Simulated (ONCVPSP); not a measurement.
## What one change does to a pseudopotential (tin (Sn), ONCV)

- Element: Sn
- Generator: ONCVPSP 4.0.1
- Type: optimised norm-conserving Vanderbilt (ONCV)
- Functional: LDA (Perdew-Wang 92)
- Relativity: scalar-relativistic
- Frozen core: [Ar] 3d10
- Valence charge: 22
- Reference configuration: 4s2 4p6 4d10 5s2 (charge +2)
- Partial waves: 4s+5s: rc 1.35 bohr, ncon 4, nbas 7, qcut 10.2 1/bohr, 2 projectors; 4p: rc 1.50 bohr, ncon 3, nbas 6, qcut 10.9 1/bohr, 2 projectors, debl 2.2 Ha; 4d: rc 1.35 bohr, ncon 3, nbas 8, qcut 10.1 1/bohr, 2 projectors, debl 1.5 Ha
- Local potential: polynomial inside 1.25 bohr (lpopt 5, dvloc0 3 Ha)
- Core correction: Teter function fitted to the true core (icmod 2), fcfact 0.6

In the p channel the program set the typed energies aside and used -3.938, 0.250 Ha. In the d channel the program set the typed energies aside and used -1.595, 0.250 Ha.

Change: s: rc 1.7.

Cutoffs: the cutoffs (Ha) at which the residual kinetic energy of the hardest occupied pseudo-wave falls to 1 and 0.1 mHa per electron; they do not see the model core or the augmentation charge, which bear on the density cutoff. Errors are all-electron minus pseudo energies relative to the spin-unpolarised reference configuration.

Question: How do hardness, ghosts and transferability respond?

Answer: The potential gets neither clearly harder nor softer (39 Ha and 44 Ha → 39 Ha and 44 Ha); the d channel sets the loose cutoff, while the largest relative change is in s, which becomes softer; of the 4 tests that both files solve, the error grows in 1 and shrinks in 0 by more than 15 % and 0.3 meV (median size 6.1 → 7.2 meV); neither file shows a bound ghost.

```csv
quantity,base,changed
"cutoff, loose",39 Ha,39 Ha
"cutoff, tight",44 Ha,44 Ha
loose cutoff by channel,"s 35 Ha, p 24 Ha, d 39 Ha","s 27 Ha, p 24 Ha, d 39 Ha"
bound ghosts,none,none
GHOST(+) flags under 300 eV,none,none
"error for 4s2 4p6 4d10 5s2 5p2, meV [ΔE -21.35 eV]",+5.5,+5.7
"error for 4s2 4p6 4d10 5s2 5p1, meV [ΔE -14.26 eV]",+3.7,+3.8
"error for 4s2 4p6 4d10 5s1, meV [ΔE 31.45 eV]",-6.7,-8.7
"error for 4s2 4p6 4d9 5s2 5p3, meV [ΔE 3.01 eV]",+11,+12
p: phases at 1.52 bohr within 0.05 rad from the reference energy up to (Ha; the scan ends near 5),to the end of the scan,to the end of the scan
d: phases at 1.37 bohr within 0.05 rad from the reference energy up to (Ha; the scan ends near 5),to the end of the scan,to the end of the scan
"rms error of d²Exc/dni dnj with the model core, mHa",0.65,1.33
```
